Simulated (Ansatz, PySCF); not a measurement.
CH4ClGeNSi, SMILES Cl[Si@H]1N=[CH][GeH2]1. Atoms are numbered in the order given.

```xyz
9

Cl     2.0182    -1.4480    -0.3258
Si     0.9019     0.1053     0.4803
N      0.7063     1.4718    -0.6709
C     -0.5626     1.5586    -0.8411
Ge    -1.4871     0.0831     0.2014
H      1.5716     0.5239     1.7400
H     -0.9962     2.3572    -1.4739
H     -2.4892     0.5195     1.2968
H     -2.1486    -1.0089    -0.6683
```
Charge 0, spin multiplicity 1.

Coordinates come from a B3LYP-D3(BJ)/def2-SVP optimisation. The structure was generated by enumeration; whether it is a known compound was not checked.

Two levels are set side by side: PBE-D3(BJ)/def2-SVP (Ansatz, a program for electronic structure) and B3LYP-D3(BJ)/def2-SVP (Ansatz). Each level has its own optimised geometry; the coordinates shown are those of the second. Frequencies come from the Hessian of PySCF at each geometry. Differences are taken from unrounded values.

```tsv
quantity	B3LYP-D3(BJ)	PBE-D3(BJ)	PBE-D3(BJ) minus B3LYP-D3(BJ)
mean bond length (Å)	1.698	1.706	0.009
bond Cl1–Si2 (Å)	2.076	2.080	0.004
bond Si2–N3 (Å)	1.797	1.812	0.015
bond Si2–Ge5 (Å)	2.405	2.408	0.003
bond N3–C4 (Å)	1.283	1.292	0.009
bond C4–Ge5 (Å)	2.029	2.033	0.003
bond Si2–H6 (Å)	1.487	1.502	0.016
bond C4–H7 (Å)	1.107	1.116	0.009
bond Ge5–H8 (Å)	1.547	1.558	0.011
bond Ge5–H9 (Å)	1.545	1.555	0.010
highest harmonic wavenumber (cm⁻¹)	3025	2954	-71
mean harmonic wavenumber (cm⁻¹)	967	935	-33
zero-point energy (kcal/mol)	29.04	28.06	-0.98
```

GGA bonds tend to be longer and softer than those of functionals with exact exchange. Differences between two approximate levels are no errors against the true value.
